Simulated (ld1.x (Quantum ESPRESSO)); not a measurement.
# Transferability test, RRKJ potential for magnesium

| Item | Value |
| --- | --- |
| Element | Mg (Z = 12) |
| Generator | ld1.x (Quantum ESPRESSO) 7.5 |
| Type | norm-conserving RRKJ (Kleinman–Bylander form) |
| Functional | PBE |
| Relativity | scalar-relativistic |
| Frozen core | [He] |
| Valence charge | 10 |
| Reference configuration | 2s2 2p6 3s1.75 3p0.25 |
| Partial waves | 2p (bound): rc 1.10 bohr; 2s (bound): rc 1.10 bohr |
| Local potential | the s channel |
| Core correction | none |
| rho0 | 0.001 |

Occupied shells without a wave of their own: 3p, 3s. They enter only through the test configuration that unscreens the potential.

Energies are relative to the spin-unpolarised reference configuration 2s2 2p6 3s1.75 3p0.25; without spin polarisation the order of configurations can differ from experiment.

Give the all-electron excitation energy and the error of the potential for: 2s2 2p6 3s2 3p0; 2s2 2p6 3s1 3p0; 2s2 2p6 3s0 3p0; 2s2 2p6 3s0 3p2; 2s2 2p5 3s2 3p0; 2s2 2p6 3s0 3p1; 2s2 2p6 3s1 3p1.

| valence configuration | charge | ΔE all-electron (eV) | error AE − PS (meV) |
| --- | --- | --- | --- |
| 2s2 2p6 3s2 3p0 | 0 | -0.851 | +40 |
| 2s2 2p6 3s1 3p0 | +1 | 7.109 | -162 |
| 2s2 2p6 3s0 3p0 | +2 | 22.135 | -533 |
| 2s2 2p6 3s0 3p2 | 0 | 6.332 | -344 |
| 2s2 2p5 3s2 3p0 | +1 | 57.691 | +492 |
| 2s2 2p6 3s0 3p1 | +1 | 11.477 | -423 |
| 2s2 2p6 3s1 3p1 | 0 | 2.640 | -133 |

The 3p, 3s levels have no wave, so the channel is fitted at the deeper level alone: the likely source of the large errors.
